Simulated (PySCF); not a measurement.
**Sb (antimony, neutral) across methods**

[Kr] 4d10 5s2 5p2 6s1, high-spin 4P determinant (an excited configuration). All numbers are calculated (PySCF 2.14, a scalar-relativistic core potential, in aug-cc-pVQZ-PP with one added diffuse shell each of s, p, d, f, g type with ECP28MDF (8s8p6d4f3g, 117 functions)).

```tsv
method	E (hartree)	mean ε 5s β (eV)	mean ε 5p α (eV)	mean ε 6s α (eV)	Σ⟨r²⟩ (bohr²)	⟨S²⟩
PBE	-240.0055	-15.343	-8.195	-1.999	94.00	3.752
LDA	-239.6332	-15.760	-8.230	-2.074	92.26	3.751
wB97X-V	-239.9775	-18.884	-11.487	-3.175	97.92	3.753
PBE0	-240.0151	-16.299	-9.344	-2.332	95.15	3.753
r2SCAN	-240.0938	-15.514	-8.653	-1.990	95.04	3.754
UHF	-239.07355	-18.038	-12.204	-3.033	102.7	3.760
B3LYP	-240.0902	-16.372	-8.984	-2.215	95.00	3.752
```

Q: Estimate the same row for M06.

A: E (hartree) = -240.0695; mean ε 5s β (eV) = -17.031; mean ε 5p α (eV) = -9.013; mean ε 6s α (eV) = -2.170; Σ⟨r²⟩ (bohr²) = 95.37; ⟨S²⟩ = 3.752.

Energies and moments cover only the electrons outside the core potential. The outer electron is Rydberg-like, and this basis confines it to a smaller radius and binds it less than a complete one would.
